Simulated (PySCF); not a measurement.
## Stretching NaSr

Set-up: PySCF, scalar-relativistic core potentials, basis sets Na def2-SVPD, Sr def2-SVPD with ECP28. Energies in eV from Na + Sr in their ground configurations at the same level. State: ²Σ⁺ (doublet), unpaired electrons σ ↑.

All columns are B3LYP. A positive dipole means Na(−)Sr(+).

```csv
R (Å),E (eV),μ (D),Mulliken charge on Na (basis-dependent),HOMO (eV),LUMO (eV),Mayer bond order,⟨S²⟩
3.364,-0.063,0.03,-0.18,-2.95,-1.81,0.95,0.76
3.520,-0.128,0.02,-0.14,-2.98,-1.84,0.88,0.76
3.676,-0.164,0.03,-0.11,-3.01,-1.87,0.82,0.76
3.794,-0.177,0.04,-0.09,-3.03,-1.88,0.77,0.76
3.911,-0.182,0.04,-0.07,-3.06,-1.90,0.72,0.76
4.028,-0.179,0.05,-0.05,-3.08,-1.91,0.67,0.76
4.185,-0.169,0.05,-0.03,-3.11,-1.92,0.61,0.76
4.380,-0.151,0.05,-0.01,-3.15,-1.93,0.53,0.76
4.615,-0.125,0.04,0.00,-3.20,-1.93,0.43,0.76
4.928,-0.092,0.01,0.02,-3.26,-1.92,0.33,0.75
```

A fit through these points gives, at Re = 3.923 Å, μ = 0.04 D and dμ/dR = 0.0599 D/Å; the reduced mass is 18.22 u.

Question: How strong is the fundamental in the double-harmonic approximation, I = 42.26·(dμ/dR)²/μred km/mol?

Answer: I = 42.26·(0.0599)²/18.22 = 0.00832 km/mol at B3LYP.

The bond is weak. Basis-set superposition, not corrected here, can be much of De in a small basis, most of all at correlated wavefunction levels. Functionals without a dispersion term scatter widely for such bonds, and LDA overbinds them. Spin–orbit coupling is left out. The state was picked by a PBE0 search and need not be the measured ground state.
